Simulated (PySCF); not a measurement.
Unknowns

PySCF calculation with NMR shieldings at PBE0/pcSseg-1/GIAO and coordinates at the GFN2-xTB level; in vacuum, no relativistic terms, one conformer, fast rotation and ring inversion assumed for equivalent nuclei.

Shifts are taken against calculated references (same method and geometry level): $^{1}$H, $^{13}$C against TMS. Splittings of carbon signals by F and P are missing where no couplings were computed. Where no couplings were computed, multiplicities follow the n + 1 count of equivalent neighbours, and m marks all less simple cases (inequivalent or close neighbours, rings, F or P nearby). Shifts are as computed. Against solution values, carbons near 30 ppm lie about +3 ppm off and those near 130 ppm about +5 ppm; carbons on Cl a further +6 ppm. Of 1211 compounds with measured shifts, 218 miss one by over three times the rms of a fit or turn the order of signals round; such compounds aren't used in these exercises. Carbons bonded to Cl come out too deshielded.

(1) C₅H₆Cl₂O₂. $^{1}$H NMR (500 MHz, computed): δ 3.77 (s, 3H), 2.46 (s, 3H). $^{13}$C{$^{1}$H} NMR (computed): δ 170.8, 159.6, 151.0, 62.3, 25.7. What is it?

(2) C₇H₁₆P₂. $^{1}$H NMR (400 MHz, computed): δ 9.62 (m, 1H), 1.46 (s, 9H), 1.14 (m, 6H). $^{13}$C{$^{1}$H} NMR (computed): δ 229.0 (CH), 43.7 (C), 34.8 (CH3), 15.9 (CH3). What is it?

Results:

(1) SMILES C(=C(/OC)C(=O)Cl)(/C)Cl. Rings plus π bonds: 2 (no ring in the answer). 5 carbon signals for 5 carbons: no two carbons are equivalent. Carbon types of the structure: 3 × C, 2 × CH3, which accounts for all hydrogens. δC 170.8: carbonyl carbon. δC 159.6: β carbon of a C=C–C=O unit; conjugation with the carbonyl draws π density from the β position. δC 151.0: alkene carbon bearing oxygen; an sp2 carbon further deshielded by the attached heteroatom. δC 62.3: methyl carbon bonded to O; deshielded by the electronegative neighbour.

This is the structure that produced the data.

(2) `CP(C)/P=C\C(C)(C)C`. 4 carbon signals for 7 carbons: some carbons are equivalent by symmetry or fast rotation. Carbon types of the structure: 1 × C, 1 × CH, 5 × CH3, which accounts for all hydrogens. δC 229.0: carbon double-bonded to a heavier main-group atom. δC 43.7: quaternary sp3 carbon; saturated and bonded to C and H only. δC 34.8: methyl carbon; a saturated carbon with 1 carbon neighbour and no heteroatom attached. δH 9.62: hydrogen on a carbon double-bonded to a heavier main-group atom.

This is the structure that produced the data.
